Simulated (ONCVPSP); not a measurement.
Tc (Z = 43): one change to an ONCV potential, before and after

- Element: Tc (Z = 43)
- Generator: ONCVPSP 4.0.1
- Type: optimised norm-conserving Vanderbilt (ONCV)
- Functional: PBE
- Relativity: scalar-relativistic
- Frozen core: [Ar] 3d10
- Valence charge: 15
- Reference configuration: 4s2 4p6 4d5 5s2
- Partial waves: 4s+5s: rc 1.85 bohr, ncon 4, nbas 9, qcut 5.1 1/bohr, 2 projectors; 4p: rc 1.70 bohr, ncon 4, nbas 8, qcut 6.5 1/bohr, 2 projectors, debl 3.4 Ha; 4d: rc 1.90 bohr, ncon 4, nbas 8, qcut 7.1 1/bohr, 2 projectors, debl 1.2 Ha; f scattering state at 0.39 Ha: rc 1.70 bohr, ncon 3, nbas 8, qcut 7.6 1/bohr, 2 projectors, debl 2.2 Ha
- Local potential: polynomial inside 1.50 bohr (lpopt 5, dvloc0 2 Ha)
- Core correction: Teter function, fcfact 1.5, rcfact 1.4

All-electron outer shells of the reference configuration (PBE, scalar-relativistic, ld1.x):

| shell | level (eV) | outermost node (bohr) | outermost maximum (bohr) |
| --- | --- | --- | --- |
| 3d | -249.88 | – | 0.31 |
| 4s | -73.38 | 0.50 | 0.95 |
| 4p | -45.34 | 0.51 | 1.03 |
| 4d | -6.66 | 0.50 | 1.27 |
| 5s | -5.04 | 1.28 | 2.72 |

Change: all radii but the core radius scaled by about 0.81 (s 1.50, p 1.38, d 1.54, f 1.38 bohr); local potential polynomial inside 1.22 bohr (lpopt 5, dvloc0 2 Ha).

Cutoffs: the cutoffs (Ha) at which the residual kinetic energy of the hardest occupied pseudo-wave falls to 1 and 0.1 mHa per electron; they do not see the model core or the augmentation charge, which bear on the density cutoff. Errors are all-electron minus pseudo energies relative to the spin-unpolarised reference configuration.

Q: What does the change do?

A: The potential gets harder (19 Ha and 22 Ha → 53 Ha and 104 Ha); of the 4 tests that both files solve, the error grows in 0 and shrinks in 3 by more than 15 % and 0.3 meV (median size 6.1 → 4.6 meV); neither file shows a bound ghost. A smaller radius makes the pseudo-wave follow the all-electron one further in, where it bends more sharply, so more plane waves are needed. Less of the atom is replaced, so other configurations are described better.

```csv
quantity,base,changed
"cutoff, loose",19 Ha,53 Ha
"cutoff, tight",22 Ha,104 Ha
loose cutoff by channel,"s 8.3 Ha, p 13 Ha, d 19 Ha","s 53 Ha, p 22 Ha, d 21 Ha"
bound ghosts,none,none
GHOST(+) flags under 300 eV,s at 254.6 eV,s at 194.3 eV
"error for 4s2 4p6 4d5 5s1, meV [ΔE 8.15 eV]",-2.7,-2.1
"error for 4s2 4p6 4d5 5s0, meV [ΔE 23.01 eV]",-12,-9.1
"error for 4s2 4p6 4d4 5s0, meV [ΔE 51.71 eV]",-9.5,-7.1
"error for 4s2 4p6 4d4 5s2, meV [ΔE 11.64 eV]",-0.7,-0.6
"rms error of d²Exc/dni dnj with the model core, mHa",0.89,0.39
```
